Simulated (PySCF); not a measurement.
An EPR job, as run on `C=Nc1ccccc1[C]=O` [radical].

Method: PySCF 2.14.0, UKS B3LYP, pcH-1 on C H N O, non-relativistic, mean-field spin-orbit, GIAO.

Input of the driver that calls PySCF (job settings, then Cartesian coordinates in Å):

```
{"job": {"kind": "epr", "basis": "pcH-1"}, "charge": 0, "multiplicity": 2}
C      2.7300     0.3875     0.0244
N      1.9364    -0.5083    -0.3915
C      0.5929    -0.4264    -0.2633
C     -0.1725    -1.4841    -0.7491
C     -1.5455    -1.4968    -0.6603
C     -2.2150    -0.4190    -0.0568
C     -1.5260     0.6454     0.4359
C     -0.0898     0.7034     0.3546
C      0.4794     1.8003     0.8587
O      0.7081     2.8383     1.3518
H      2.3830     1.3020     0.5231
H      3.7898     0.2591    -0.1084
H      0.3618    -2.3044    -1.2024
H     -2.1106    -2.3291    -1.0483
H     -3.2919    -0.4334     0.0197
H     -2.0378     1.4744     0.9004
```

The driver printed:

```
UKS, coarse grid
  cycle   1  E = -438.22423822  |g| = 5.86e-01
  cycle   2  E = -437.70680789  |g| = 1.31e+00
  cycle   3  E = -438.35659505  |g| = 1.70e-01
  cycle   4  E = -438.36674645  |g| = 1.02e-01
  cycle   5  E = -438.37128298  |g| = 3.38e-02
  cycle   6  E = -438.37187782  |g| = 1.19e-02
  cycle   7  E = -438.37198090  |g| = 5.34e-03
  cycle   8  E = -438.37203028  |g| = 3.00e-03
  cycle   9  E = -438.37204581  |g| = 1.68e-03
  cycle  10  E = -438.37204979  |g| = 7.00e-04
UKS, final grid
  cycle   1  E = -438.37204856  |g| = 1.17e-03
  cycle   2  E = -438.37204658  |g| = 2.25e-03
  cycle   3  E = -438.37204944  |g| = 1.54e-04
  cycle   4  E = -438.37204946  |g| = 1.15e-04
  cycle   5  E = -438.37204949  |g| = 8.25e-05
  cycle   6  E = -438.37204950  |g| = 2.62e-05
E = -438.37204950 Eh   <S^2> = 0.7810 (exact 0.7500)
g shifts (ppm)      1          2          3
  rmc          -178       -178       -178
  gc             42         -6         32
  oz_so       -4079        -47       1347
  total       -4215       -231       1201
hyperfine (MHz)  atom isotope    a_iso     a_fc   dipolar eigenvalues
    0   13C      23.50      23.50    -22.07    -19.82     41.89
    1   14N      -5.69      -5.69     -5.26      2.26      3.00
    2   13C      30.91      30.91    -23.68    -23.20     46.88
    3   13C     -25.01     -25.01    -18.67      8.16     10.51
    4   13C      27.10      27.10    -24.32    -22.59     46.91
    5   13C     -21.04     -21.04    -14.38      6.28      8.10
    6   13C      19.89      19.89    -18.07    -17.78     35.85
    7   13C     -27.16     -27.16     -5.38      1.73      3.65
    8   13C      15.76      15.76    -25.55    -23.81     49.36
    9   17O     -13.35     -13.35    -54.84     27.11     27.73
   10    1H     -18.17     -18.17     -7.54     -1.75      9.29
   11    1H     -19.49     -19.49    -10.74     -0.42     11.16
   12    1H       7.73       7.73     -2.53     -1.84      4.37
   13    1H     -20.25     -20.25    -11.87     -0.03     11.90
   14    1H       5.61       5.61     -2.27     -0.96      3.23
   15    1H     -14.88     -14.88     -6.53     -1.67      8.20
```

Atoms in this output count from 0. The g shifts stand along the tensor's principal axes 1 to 3: rmc is the relativistic mass correction, gc the gauge correction, oz_so the orbital-Zeeman/spin–orbit term. a_fc is the Fermi-contact part of a_iso, which also holds a spin–orbit part where one was computed. The run used 310 basis functions and 16 SCF iterations in all.

Problem. Where does the spin sit (Mulliken spin populations, atoms from 0)?

Solution. 4 C +0.31, 0 C +0.28, 2 C +0.27, 8 C +0.25, 6 C +0.23, 3 C -0.15, 9 O +0.13, 5 C -0.12. Over all atoms they add up to 1.

Geometry: GFN2-xTB, one conformer, isolated molecule.
Labels such as C1 count atoms from 1, the log's own numbers from 0.
